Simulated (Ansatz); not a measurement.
**InH2O (SMILES [OH][InH]): the energy, rung by rung**

InH2O: 4 atoms, total charge 0, spin state doublet. SMILES: `[OH][InH]`. Geometry: relaxed at PBE0-D4/def2-TZVP.

```xyz
4

O    -0.2984   -1.0206    0.2950
In    0.5639    0.7466   -0.0885
H     0.2368   -1.6294    0.8091
H    -0.4467    1.8430   -1.0360
```

Each level gives the energy change with the O1–In2 bond stretched from 2.003 to 2.504 Å (eV). The values are calculated.

| level | kind | program | value (eV) | less FCI/STO-3G | CPU time (all runs) |
| --- | --- | --- | --- | --- | --- |
| UHF/STO-3G | Hartree–Fock | Ansatz | 1.58 | -0.12 | 2 s |
| USVWN5/STO-3G | LDA | Ansatz | 2.12 | +0.42 | 3.3 s |
| U-revPBE/STO-3G | GGA | Ansatz | 1.77 | +0.07 | 5.2 s |
| UPBE/STO-3G | GGA | Ansatz | 1.87 | +0.17 | 5.2 s |
| UCAM-B3LYP/STO-3G | range-separated hybrid | Ansatz | 2.06 | +0.36 | 6.5 s |
| UB2PLYP/STO-3G | double hybrid | Ansatz | 2.00 | +0.30 | 7 s |
| UCCSD/STO-3G | coupled cluster or CI | Ansatz | 1.63 | -0.07 | 3 s |
| FCI/STO-3G | exact in the basis | Ansatz | 1.70 | 0.00 | 86 s |

FCI/STO-3G is exact within its basis and frozen core, so for wave-function methods in that basis the difference is their error; functionals converge differently with the basis, so for them it is only a difference. All-electron rows without a relativistic Hamiltonian named are non-relativistic. The first shape isn't each level's own minimum. The values span 1.58 to 2.12 eV. Spin contamination of the reference (⟨S²⟩ at least 0.1 too high) touches UHF/STO-3G, UCCSD/STO-3G. All rows use very small basis sets, so none should be taken for the real molecule's value. In the correlated wave-function rows the outer d shell of In is correlated, in sets not made for it. Times are those of the runs behind each value, whatever else they computed, on shared processors of several kinds: orders of magnitude only.
